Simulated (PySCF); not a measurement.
**Assignment exercise: C₅H₆F₂**

Numbering as in the mapped SMILES `[CH2:1]=[CH:2][C:3](=[CH2:4])[CH:5]([F:6])[F:7]`; H(Xn) means a hydrogen on atom n. Ha(C4) is cis to C2; Ha(C1) is cis to C3; Hb(C4) is trans to C2; Hb(C1) is trans to C3.

All values are calculated (PySCF 2.14.0 with density-fitted response routines): shieldings: GIAO PBE0/pcSseg-1, coordinates at the GFN2-xTB level. Rapidly exchanging positions averaged, gas phase, one conformer, relativity neglected.

δ = σ(ref) − σ, references computed at the same level: 13C (σ = 186.93 ppm), 1H (σ = 31.72 ppm) vs TMS.

**Question.** Assign these signals to the numbered atoms. 13C{1H} NMR (computed): δ 148.4, 142.4, 127.1, 123.6, 118.6.

**Answer.** 
```tsv
δ (ppm)	atoms	environment	reason
148.4	C3	fully substituted alkene carbon	the olefinic region
142.4	C2	alkene CH	an sp2 carbon of a C=C bond
127.1	C4	terminal =CH2 carbon	an sp2 carbon of a C=C bond
123.6	C1	terminal =CH2 carbon	–
118.6	C5	allylic sp3 CH bonded to 2 F	2 electronegative neighbours deshield it
```

**Question.** Assign these signals to the numbered atoms. 1H NMR (400 MHz, computed): δ 6.66 (m, 1H), 6.66 (m, 1H), 6.11 (m, 1H), 5.72 (m, 1H), 5.69 (m, 1H), 5.65 (m, 1H).

**Answer.** 
```tsv
δ (ppm)	atoms	environment	reason
6.66	H(C2)	hydrogen on an alkene CH	attached to an sp2 carbon and in the plane of the double bond
6.66	H(C5)	hydrogen on an allylic sp3 CH bonded to 2 F	its carbon carries F, hence the downfield position
6.11	Hb(C4)	hydrogen on a terminal =CH2 carbon	attached to an sp2 carbon and in the plane of the double bond
5.72	Ha(C1)	hydrogen on a terminal =CH2 carbon	–
5.69	Ha(C4)	hydrogen on a terminal =CH2 carbon	–
5.65	Hb(C1)	hydrogen on a terminal =CH2 carbon	–
```

H(C2) and H(C5); Ha(C1) and Ha(C4); Ha(C4) and Hb(C1) lie closer than the usual error of such a calculation, so a measured spectrum could show them in the other order.

Splittings by 19F in the carbon and heteronuclear signals aren't shown, as no couplings were computed. Shifts are as computed. Against solution values, carbons near 30 ppm lie about +3 ppm off and those near 130 ppm about +5 ppm. Of 1211 compounds with measured shifts, 218 miss one by over three times the rms of a fit or turn the order of signals round; such compounds aren't used in these exercises. No couplings were computed; multiplicities are counted from neighbouring protons, with m where these are inequivalent, close in shift, in a saturated or five-membered ring or joined by F or P, and br s for small geminal =CH2 splittings.
